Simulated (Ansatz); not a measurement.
Stepwise reaction of `O[SiH](O)N[SiH3]` with hydrogen fluoride, as a gas-phase model of exchange steps in deposition or etching. ΔE in kJ/mol.

Calculated with Ansatz (gas phase, PBE0-D4/def2-TZVP geometries, no zero-point term in ΔE). CCSD(T)/CBS adds triple-zeta CCSD(T) − MP2 to the extrapolated MP2 energy (def2 sets, frozen cores). This one scheme is used for every species. DFT in def2-TZVPP. B3LYP here is the variant with VWN-RPA as its local correlation; programs differ in this. Each species was taken in one conformer, which may not be the lowest.

```
step                                             reaction  PBE-D4  B3LYP-D4  ωB97M-V  CCSD(T)/CBS
   1  `O[SiH](O)N[SiH3]` + H–F → `O[SiH](F)N[SiH3]` + H₂O   -40.5     -43.0    -42.5        -42.1
```

Question: Give the row of step 2, `O[SiH](F)N[SiH3]` + H–F → `F[SiH](F)N[SiH3]` + H₂O. (An estimate is asked.)

Answer: Computed: 
```tsv
step	reaction	PBE-D4	B3LYP-D4	ωB97M-V	CCSD(T)/CBS
2	`O[SiH](F)N[SiH3]` + H–F → `F[SiH](F)N[SiH3]` + H₂O	-40.2	-42.1	-42.0	-42.0
```

Question: By hand: ΔE of the 2 steps together at CCSD(T)/CBS.

Answer: (-42.1) + (-42.0) = -84.1 kJ/mol, or -42.0 kJ/mol a step.

In ΔE the steps differ by no more than 0.1 kJ/mol. All are downhill at CCSD(T)/CBS. PBE-D4 differs from CCSD(T)/CBS by 1.6 to 1.8 kJ/mol a step. Only this route is followed, and other bonds may react first. Isolated molecules leave out the surface, adducts and barriers. Largest T1 diagnostic: 0.011.
